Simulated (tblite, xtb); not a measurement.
Cl$_{4}$V (SMILES [Cl][V]([Cl])([Cl])[Cl]), doublet, geometry from GFN2-xTB (such geometries of metal compounds can be far from the true shape). Base run: GFN1-xTB in xtb 6.7.1.

Geometry (Å):
```xyz
5

V      0.0000     0.0000     0.0000
Cl     1.6864    -0.3905    -1.0743
Cl     0.6318     0.3069     1.9124
Cl    -0.9095     1.5504    -0.9591
Cl    -1.4088    -1.4667     0.1210
```
Charge 0, spin multiplicity 2.
All else is at xtb's defaults.
Base energy -18.47492 Eh.

Programs used: tblite, xtb; a row that names a program was run with it.

The base run was repeated with changes; each row names its change, and settings that it needs were set with it.

```tsv
change	ΔE vs base (kJ/mol)	G_solv (kcal/mol)	SCF cycles
base	0.00	-	41
alpb = thf	-25.66	-6.14	40
acc = 30	0.00	-	39
program = tblite; method = gfn1; option = (--efield, 0,0,0.1)	-0.72	-	-
file = coord	0.00	-	41
program = tblite; method = gfn1; option = --grad	0.00	-	-
acc = 0.0001	0.00	-	45
alpb = water	-7.12	-1.73	33
gbsa = thf	-33.1	-7.93	37
program = tblite; method = gfn1; option = (--alpb, water)	-5.75	-	-
gbsa = chcl3	-33.4	-8.00	34
etemp = 10000	-338.1	-	19
```

ALPB and GBSA are two models with their own fitted parameters for each solvent, which aren't always the measured dielectric constant.
